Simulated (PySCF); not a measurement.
Bonds (- single, = double, # triple, : aromatic): N1#C2, C2-C3, C3-P4, P4=O5, P4-C6, C6-C7, C7-Si8, Si8-C9, C9-C10, C10-P4. C3 carries H11, H12; C6 carries H13, H14; C7 carries H15, H16; Si8 carries H17, H18; C9 carries H19, H20; C10 carries H21, H22.

Level of theory: geometry from GFN2-xTB, NMR shieldings at PBE0/pcSseg-1/GIAO, in PySCF (fast rotation and ring inversion assumed for equivalent nuclei, non-relativistic, one conformer, no solvent).

Problem. List the cross peaks expected in HSQC, COSY and HMBC spectra.

Solution. 

HSQC (one-bond C–H):
```tsv
δH	δC
2.57 (H11/H12)	22.0 (C3)
2.22 (H14/H21)	28.4 (C6/C10)
2.08 (H13/H22)	28.4 (C6/C10)
1.76 (H15/H20)	3.9 (C7/C9)
1.16 (H16/H19)	3.9 (C7/C9)
```

COSY cross peaks (H two or three bonds apart, from the bond graph; peaks can be absent where the dihedral angle is near 90°):
```tsv
δH	δH
4.14 (H17)	4.13 (H18)
4.14 (H17)	1.76 (H15/H20)
4.14 (H17)	1.16 (H16/H19)
4.13 (H18)	1.76 (H15/H20)
4.13 (H18)	1.16 (H16/H19)
2.22 (H14/H21)	2.08 (H13/H22)
2.22 (H14/H21)	1.76 (H15/H20)
2.22 (H14/H21)	1.16 (H16/H19)
2.08 (H13/H22)	1.76 (H15/H20)
2.08 (H13/H22)	1.16 (H16/H19)
1.76 (H15/H20)	1.16 (H16/H19)
```

HMBC (two and three bonds, from the bond graph):
```tsv
δH	δC
4.14 (H17)	28.4 (C6/C10), 3.9 (C7/C9)
4.13 (H18)	28.4 (C6/C10), 3.9 (C7/C9)
2.57 (H11/H12)	120.4 (C2), 28.4 (C6/C10)
2.22 (H14/H21)	28.4 (C6/C10), 22.0 (C3), 3.9 (C7/C9)
2.08 (H13/H22)	28.4 (C6/C10), 22.0 (C3), 3.9 (C7/C9)
1.76 (H15/H20)	28.4 (C6/C10), 3.9 (C7/C9)
1.16 (H16/H19)	28.4 (C6/C10), 3.9 (C7/C9)
```

δ = σ(ref) − σ, references computed at the same level: TMS for 1H (σ = 31.72 ppm) and 13C (σ = 186.93 ppm).

Shifts are as computed. Against solution values, carbons near 30 ppm lie about +3 ppm off and those near 130 ppm about +5 ppm. Of 1211 compounds with measured shifts, 218 miss one by over three times the rms of a fit or turn the order of signals round; such compounds aren't used in these exercises.
